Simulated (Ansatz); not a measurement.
Cost and result up the ladder for the cluster Sn3H4 (7 atoms). Total charge 0; singlet. Geometry: PBE-D4/def2-SVP.

```tsv
atom	x (Å)	y (Å)	z (Å)
Sn1	-0.6013	0.2172	-1.8791
Sn2	-1.2141	-1.3797	0.7501
Sn3	0.9969	0.6379	0.6199
H4	-0.8458	0.1901	1.7560
H5	1.2556	0.0736	-1.5037
H6	0.6526	-1.4976	1.0837
H7	-0.2439	1.7585	-0.8268
```

Ansatz on 4 threads of Arm Neoverse V2 on a shared host. Times are rough, and most runs start from the orbitals of an earlier one. r2SCAN0-D4/def2-TZVP serves as the yardstick here, not as an exact answer. Differences are given only for rows in sets of like size (and for xTB, whose basis is part of the method), since another set adds its own error. Binding counts from free atoms at the same level (Sn triplet, H doublet; other spins of the atoms weren't run), without zero-point energy or a counterpoise term.

In the def2 sets Sn takes a core potential; there is no spin–orbit coupling. LC-ωPBE has ω = 0.4 bohr⁻¹. HSE06 is defined as in plane-wave codes, on full-range PBE exchange. Correlated methods freeze 12 core orbitals; core or outer-core shells of Sn are correlated, in sets that lack core-valence functions. The structure comes from a short search, and lower isomers may exist.

Correlated methods converge slowly with the basis.

| level | functions | binding energy per atom (eV) | difference from r2SCAN0-D4/def2-TZVP (eV) |
| --- | --- | --- | --- |
| r2SCAN0-D4/def2-TZVP | 174 | 2.15 | 0.00 |
| PBE-D4/def2-TZVP | 174 | 2.24 | 0.08 |
| CCSD(T)/def2-TZVP | 174 | 2.08 | -0.07 |
| HSE06-D4/def2-TZVP | 174 | 2.17 | 0.02 |
| PBE-D4/def2-TZVPD | 204 | 2.24 | 0.09 |
| PBE0-D4/def2-SVP | 98 | 2.15 | – |
| r2SCAN-D4/def2-TZVP | 174 | 2.21 | 0.05 |
| PBE-D4/def2-SVP | 98 | 2.22 | – |
| r2SCAN-D4/def2-TZVPD | 204 | 2.21 | 0.06 |
| PBE0-D4/def2-TZVPD | 204 | 2.18 | 0.02 |
| LC-ωPBE/def2-TZVP | 174 | 2.05 | -0.10 |
| LDA (SPW92)/def2-TZVP | 174 | 2.61 | 0.45 |
| BLYP-D4/def2-TZVP | 174 | 2.22 | 0.06 |
| PBE0-D4/def2-TZVP (with forces) | 174 | 2.17 | 0.02 |

(1) Estimate how long each takes.

Results:

(1) PBE-D4/def2-SVP 0.85 s; LDA (SPW92)/def2-TZVP 0.95 s; PBE0-D4/def2-SVP 1.4 s; PBE-D4/def2-TZVP 1.5 s; BLYP-D4/def2-TZVP 1.7 s; LC-ωPBE/def2-TZVP 2.1 s; PBE-D4/def2-TZVPD 2.4 s; HSE06-D4/def2-TZVP 2.8 s; r2SCAN-D4/def2-TZVP 3.5 s; PBE0-D4/def2-TZVPD 3.5 s; PBE0-D4/def2-TZVP (with forces) 3.7 s; r2SCAN0-D4/def2-TZVP 4.3 s; r2SCAN-D4/def2-TZVPD 4.5 s; CCSD(T)/def2-TZVP 82 s. On shared hardware such times vary by a factor of up to 3.
